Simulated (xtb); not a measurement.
C₂H₆ClGa, charge +1, doublet, at a GFN2-xTB geometry (such geometries of metal compounds can be far from the true shape) (a state made from the parent by changing its charge; the spin is typed, not shown lowest); xtb with GFN2-xTB.

The xtb input:
```
$ xtb mol.xyz --gfn 2 --chrg 1 --uhf 1 --ohess --json

# file mol.xyz
10

Ga    -0.11318702     0.04469571    -0.08248336
C     -1.92172568    -0.98294550    -0.55503717
H     -1.85733445    -1.24248750    -1.61332384
H     -2.74321140    -0.29652337    -0.34397420
H     -1.91352618    -1.85857301     0.09676954
C     -0.37592146     1.89024885    -1.11933910
H     -0.66734654     1.64329702    -2.14141930
H      0.59865420     2.37779450    -1.05496299
H     -1.15677370     2.43270961    -0.58316277
Cl     1.47260108    -0.58150613     1.07313619
```

What the program printed (banner, timings and long lists left out):

```
   ID    Z sym.   atoms
    1   31 Ga     1
    2    6 C      2, 6
    3    1 H      3-5, 7-9
    4   17 Cl     10

           -------------------------------------------------
          |                Calculation Setup                |
           -------------------------------------------------

           -------------------------------------------------
          |                 G F N 2 - x T B                 |
           -------------------------------------------------

          ...................................................
          :                      SETUP                      :
          :.................................................:
          :  # basis functions                  34          :
          :  # atomic orbitals                  32          :
          :  # shells                           16          :
          :  # electrons                        23          :
          :  max. iterations                   250          :
          :  Hamiltonian                  GFN2-xTB          :
          :  restarted?                      false          :
          :  GBSA solvation                  false          :
          :  PC potential                    false          :
          :  electronic temp.          300.0000000     K    :
          :  accuracy                    1.0000000          :
          :  -> integral cutoff          0.2500000E+02      :
          :  -> integral neglect         0.1000000E-07      :
          :  -> SCF convergence          0.1000000E-05 Eh   :
          :  -> wf. convergence          0.1000000E-03 e    :
          :  Broyden damping             0.4000000          :
          :  net charge                          1          :
          :  unpaired electrons                  1          :
          ...................................................

 iter      E             dE          RMSdq      gap      omega  full diag
   1    -12.7295362 -0.127295E+02  0.129E+01    3.81       0.0  T
   2    -12.7284295  0.110670E-02  0.803E+00    3.97       1.0  T
   3    -12.6756701  0.527595E-01  0.443E+00    3.24       1.0  T
   4    -12.7306158 -0.549457E-01  0.166E+00    3.62       1.0  T
   5    -12.7405693 -0.995353E-02  0.630E-01    3.80       1.0  T
   6    -12.7418307 -0.126142E-02  0.297E-01    3.88       1.0  T
   7    -12.7420201 -0.189375E-03  0.136E-01    3.90       1.0  T
   8    -12.7420537 -0.336330E-04  0.103E-01    3.92       1.0  T
   9    -12.7420926 -0.388762E-04  0.761E-02    3.93       1.0  T
  10    -12.7421005 -0.789820E-05  0.402E-02    3.92       1.0  T
  11    -12.7421028 -0.230957E-05  0.908E-03    3.93       3.5  T
  12    -12.7421030 -0.218530E-06  0.556E-03    3.92       5.7  T
  13    -12.7421031 -0.643767E-07  0.392E-03    3.92       8.1  T
  14    -12.7421031 -0.685192E-07  0.238E-04    3.92     133.0  T
  15    -12.7421031 -0.665175E-10  0.928E-05    3.92     340.7  T

   *** convergence criteria satisfied after 15 iterations ***

         :::::::::::::::::::::::::::::::::::::::::::::::::::::
         ::                     SUMMARY                     ::
         :::::::::::::::::::::::::::::::::::::::::::::::::::::
         :: total energy             -12.632401352861 Eh    ::
         :: gradient norm              0.000008906792 Eh/a0 ::
         :: HOMO-LUMO gap              3.924170726330 eV    ::
         ::.................................................::
         :: SCC energy               -12.742090684385 Eh    ::
         :: -> isotropic ES            0.104702457634 Eh    ::
         :: -> anisotropic ES         -0.018943050754 Eh    ::
         :: -> anisotropic XC          0.003373200485 Eh    ::
         :: -> dispersion             -0.004246725960 Eh    ::
         :: repulsion energy           0.109689331525 Eh    ::
         :: add. restraining           0.000000000000 Eh    ::
         :: total charge               1.000000000000 e     ::
         :::::::::::::::::::::::::::::::::::::::::::::::::::::

      -----------------------------------------------------------
     |                   =====================                   |
     |                        A N C O P T                        |
     |                   =====================                   |
     |               Approximate Normal Coordinate               |
     |                Rational Function Optimizer                |
      -----------------------------------------------------------
      -----------------------------------------------------------
     |                   =====================                   |
     |                        A N C O P T                        |
     |                   =====================                   |
     |               Approximate Normal Coordinate               |
     |                Rational Function Optimizer                |
      -----------------------------------------------------------

          ...................................................
          :                      SETUP                      :
          :.................................................:
          :   optimization level            normal          :
          :   max. optcycles                   200          :
          :   ANC micro-cycles                  20          :
          :   degrees of freedom                24          :
          :.................................................:
          :   RF solver                   davidson          :
          :   write xtbopt.log                true          :
          :   linear?                        false          :
          :   energy convergence         0.5000000E-05 Eh   :
          :   grad. convergence          0.1000000E-02 Eh/α :
          :   maxmium RF displ.          1.0000000          :
          :   Hlow (freq-cutoff)         0.1000000E-01      :
          :   Hmax (freq-cutoff)         5.0000000          :
          :   S6 in model hess.         20.0000000          :
[...]
 * total energy  :   -12.6324014 Eh     change       -0.1351985E-10 Eh
   *** GEOMETRY OPTIMIZATION CONVERGED AFTER 1 ITERATIONS ***
         :: total energy             -12.632401352874 Eh    ::
[...]
Writing topology from bond orders to xtbtopo.mol

molecular dipole:
                 x           y           z       tot (Debye)
 q only:       -1.590       0.628      -1.159
   full:       -1.258       0.497      -0.917       4.153
molecular quadrupole (traceless):
                xx          xy          yy          xz          yz          zz
 q only:        1.755       2.339       2.427       4.366      -4.069      -4.183
  q+dip:        2.811       1.388       1.471       6.159      -4.766      -4.282
   full:        1.378       1.592       1.672       3.366      -3.014      -3.050

           -------------------------------------------------
          |               Frequency Printout                |
           -------------------------------------------------
 projected vibrational frequencies (cm⁻¹)
eigval :       -0.00    -0.00    -0.00    -0.00     0.00     0.00
eigval :       41.23    50.34    68.71    95.55   120.72   346.46
eigval :      349.00   424.15   610.76   613.53   618.38   625.25
eigval :     1057.23  1129.78  1307.34  1309.69  1316.23  1321.10
eigval :     2919.43  2923.36  2967.00  2967.08  2971.75  2971.99
 reduced masses (amu)
   1: 37.42   2: 37.13   3: 16.63   4: 45.78   5: 35.43   6: 24.60   7:  1.25   8: 35.24
   9:  4.59  10: 15.35  11: 37.68  12: 19.11  13: 20.31  14: 42.25  15:  2.15  16:  2.39
  17:  3.15  18:  2.34  19:  2.56  20:  2.58  21:  1.82  22:  1.82  23:  1.79  24:  1.82
  25:  1.17  26:  1.18  27:  2.05  28:  2.05  29:  2.06  30:  2.05
 IR intensities (km·mol⁻¹)
   1:  0.90   2:  1.36   3:  3.86   4:  5.92   5: 11.16   6:  6.23   7:  0.00   8:  0.01
   9:  0.01  10:  0.22  11:  0.16  12:  3.87  13:  5.80  14:  7.73  15:  2.48  16: 19.17
  17: 39.09  18:  7.45  19: 58.50  20:  0.88  21: 31.85  22:  1.01  23: 11.13  24: 32.10
  25:140.02  26: 24.77  27:  0.48  28: 11.08  29:  7.55  30:  1.49
 Raman intensities (Ä⁴*amu⁻¹)
   1:  0.00   2:  0.00   3:  0.00   4:  0.00   5:  0.00   6:  0.00   7:  0.00   8:  0.00
   9:  0.00  10:  0.00  11:  0.00  12:  0.00  13:  0.00  14:  0.00  15:  0.00  16:  0.00
  17:  0.00  18:  0.00  19:  0.00  20:  0.00  21:  0.00  22:  0.00  23:  0.00  24:  0.00
  25:  0.00  26:  0.00  27:  0.00  28:  0.00  29:  0.00  30:  0.00
 output can be read by thermo (or use thermo option).
 writing <g98.out> molden fake output.
 recommended (thermochemical) frequency scaling factor: 1.0
           -------------------------------------------------
          |             Thermodynamic Functions             |
           -------------------------------------------------

c2  symmetry found (for desy threshold:  0.10E+00) used in thermo

          ...................................................
          :                      SETUP                      :
          :.................................................:
          :  # frequencies                          24      :
          :  # imaginary freq.                       0      :
          :  linear?                             false      :
          :  only rotor calc.                    false      :
          :  symmetry                               c2      :
          :  rotational number                       2      :
          :  scaling factor                  1.0000000      :
          :  rotor cutoff                   50.0000000 cm⁻¹ :
          :  imag. cutoff                  -20.0000000 cm⁻¹ :
          :.................................................:

    mode    ω/cm⁻¹     T·S(HO)/kcal·mol⁻¹    T·S(FR)/kcal·mol⁻¹   T·S(vib)
   ------------------------------------------------------------------------
       1     41.23    -1.55009 ( 31.62%)    -1.11306 ( 68.38%)    -1.25125
       2     50.34    -1.43230 ( 50.68%)    -1.05403 ( 49.32%)    -1.24573
       3     68.71    -1.24928 ( 78.10%)    -0.96203 ( 21.90%)    -1.18636
       4     95.55    -1.05636 ( 93.03%)    -0.86442 (  6.97%)    -1.04298
       5    120.72    -0.92092 ( 97.14%)    -0.79521 (  2.86%)    -0.91732
   ------------------------------------------------------------------------

   temp. (K)  partition function   enthalpy   heat capacity  entropy
                                   cal/mol     cal/K/mol   cal/K/mol   J/K/mol
 298.15  VIB  0.122E+04             3535.775     18.047     24.080
         ROT  0.898E+05              888.752      2.981     25.646
         INT  0.109E+09             4424.527     21.028     49.726
         TR   0.152E+28             1481.254      4.968     40.600
         TOT                        5905.7811    25.9963    90.3254   377.9216

       T/K    H(0)-H(T)+PV         H(T)/Eh          T*S/Eh         G(T)/Eh
   ------------------------------------------------------------------------
    298.15    0.941146E-02    0.757656E-01    0.429165E-01    0.328490E-01
   ------------------------------------------------------------------------

         :::::::::::::::::::::::::::::::::::::::::::::::::::::
         ::                  THERMODYNAMIC                  ::
         :::::::::::::::::::::::::::::::::::::::::::::::::::::
         :: total free energy         -12.599552323464 Eh   ::
         ::.................................................::
         :: total energy              -12.632401352868 Eh   ::
         :: zero point energy           0.066354095125 Eh   ::
         :: G(RRHO) w/o ZPVE           -0.033505065722 Eh   ::
         :: G(RRHO) contrib.            0.032849029403 Eh   ::
         :::::::::::::::::::::::::::::::::::::::::::::::::::::

optimized geometry written to: xtbopt.xyz

           -------------------------------------------------
          | TOTAL ENERGY              -12.632401352868 Eh   |
          | TOTAL ENTHALPY            -12.556635796514 Eh   |
          | TOTAL FREE ENERGY         -12.599552323464 Eh   |
          | GRADIENT NORM               0.000008601308 Eh/α |
          | HOMO-LUMO GAP               3.924181301862 eV   |
           -------------------------------------------------

normal termination of xtb
```
